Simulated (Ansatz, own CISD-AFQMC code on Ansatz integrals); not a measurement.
H6Si3, SMILES `[SiH2]=[SiH][SiH3]` (charge 0, multiplicity 1).

Z-matrix (Å, degrees):
```
Si
H 1 1.4810
Si 1 2.1518 2 117.43
H 3 1.4771 1 119.69 2 179.32
H 3 1.4779 4 112.91 1 -157.81
Si 1 2.3238 2 118.36 3 151.35
H 6 1.4813 1 107.23 2 -170.44
H 6 1.4827 7 109.54 1 -121.90
H 6 1.4827 7 109.11 8 -118.25
```
Charge 0, spin multiplicity 1.

Frozen-core energies in cc-pVDZ from Ansatz (an electronic-structure program) at a geometry from B3LYP-D3(BJ)/def2-TZVP; the HF reference has <S^2> = 0.00 (restricted, and unstable towards unrestricted orbitals) and the T1 diagnostic is 0.015.

```tsv
level	energy (Ha)
HF	-870.21622
MP2	-870.51733
CCSD	-870.57917
CCSD(T)	-870.59235
```

Task: Estimate the energies of CCSDT, phaseless AFQMC, CISD trial (own CISD-AFQMC code on Ansatz integrals; ±0.39 mHa) and CCSDT(Q), and give each level's difference from CCSDT(Q).

Result: 
| level | energy (Ha) | difference from CCSDT(Q) (mHa) |
|---|---|---|
| MP2 | -870.51733 | 77.85 |
| CCSD | -870.57917 | 16.00 |
| CCSD(T) | -870.59235 | 2.82 |
| CCSDT | -870.59429 | 0.88 |
| phaseless AFQMC, CISD trial (own CISD-AFQMC code on Ansatz integrals; ±0.39 mHa) | -870.59423 | 0.95 |
| CCSDT(Q) | -870.59517 | 0.00 |
